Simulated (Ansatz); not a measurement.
Reading a saddle point

A first-order saddle point of SnSiH$_{8}$O, closed shell, PBE0-D4/def2-TZVP, with one imaginary mode of 918i cm⁻¹:

Sn1  (-0.787, -1.213, -0.535)
O2  (1.321, -1.128, -0.187)
H3  (-0.720, -2.921, -0.662)
H4  (-1.811, -0.798, 0.757)
H5  (-1.091, -0.502, -2.041)
H6  (1.121, -0.047, 0.131)
Si7  (0.202, 1.658, 0.412)
H8  (1.697, -1.687, 0.508)
H9  (1.205, 2.697, 0.017)
H10  (-1.070, 2.070, -0.271)
H11  (-0.066, 1.871, 1.871)
(Å)

Ansatz 0.2.0; basis: def2-TZVPP and def2-QZVPP; cores frozen in the correlated methods. Filled d shells of the heavier atoms are correlated. Core potentials replace the inner electrons of the atoms past krypton. The def2 sets are not built for correlating such inner shells, so the correlated values are less sure here. Extrapolation: Hartree–Fock as exp(−7.88 √X), correlation as X^−2.97.

Q: Which contacts change along the imaginary mode, and what lies on either side? (A judgement: the text doesn't fix the answer.)

A: By the calculation: The step is SnH₄O ([OH][SnH3]) + SiH₄ → SnSiH₆ ([SiH3][SnH3]) + H₂O, with the molecules in contact on both sides. Shortening one way: Sn1–Si7, O2–H6; lengthening the same way: Sn1–O2, H6–Si7.
```tsv
pair	one side (Å)	saddle (Å)	other side (Å)
Sn1–Si7	4.14	3.18	2.56
O2–H6	3.11	1.14	0.96
Sn1–O2	1.97	2.14	3.20
H6–Si7	1.49	1.96	3.45
```

Q: Which side is lower, and how far does the saddle lie above each? (To be estimated.)

A: Computed: The side with Sn1–Si7, O2–H6 short is lower by 21.7 kJ/mol; the saddle lies 191.2 kJ/mol above it and 169.4 kJ/mol above the other (CCSD(T) at an estimated basis limit (MP2 extrapolated from triple and quadruple zeta, plus CCSD(T) − MP2 in triple zeta); electronic energies).

T1 diagnostic: at most 0.015.

Labels in which every atom is bracketed show which atoms are joined, not bond orders.

For scale, one of the runs: CCSD(T)/def2-TZVPP, 235 basis functions, launched by `ansatz run in.yaml --threads 4 --pin off --events-out ev --progress --plain --max-ram 9574MiB`. Hardware: 4 CPU threads of an AMD EPYC 7R43, shared host. Wall time 2 min; peak host memory 4.5 GiB.
